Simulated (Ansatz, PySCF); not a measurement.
Scan of H2B (cation, charge +1), singlet: symmetric bend, bond length relaxed. Scanned: H-B-H angle. Other coordinates (B-H bond length) were minimised at B3LYP/def2-TZVP.

- RHF/LANL2DZ = restricted Hartree-Fock/LANL2DZ (PySCF)
- RHF/cc-pVDZ (Ansatz, an electronic-structure program)
- FCI/cc-pVDZ = full CI/cc-pVDZ, frozen core (Ansatz)

Energies relative to the lowest point of each profile, in kJ/mol:

```csv
a / °,RHF/LANL2DZ,RHF/cc-pVDZ
180,0.0,0.0
169.59,4.4,3.8
159.94,16.2,13.9
148.37,39.6,34.8
139.13,65.2,58.6
131.34,91.5,83.7
121.70,130.3,121.7
110.23,186.2,177.7
98.16,258.3,250.8
89.58,319.4,312.5
81.81,383.0,376.3
70.11,495.3,487.5
```

Task: Predict the corresponding FCI/cc-pVDZ column.

Result: 180: 0.0; 169.59: 3.5; 159.94: 12.9; 148.37: 32.3; 139.13: 54.4; 131.34: 77.8; 121.70: 113.0; 110.23: 165.0; 98.16: 232.5; 89.58: 289.4; 81.81: 347.8; 70.11: 448.0 (kJ/mol).

The scan ran from 180.0 to 60.0; beyond the range shown the relaxed coordinates jump or full CI changes its symmetry label.
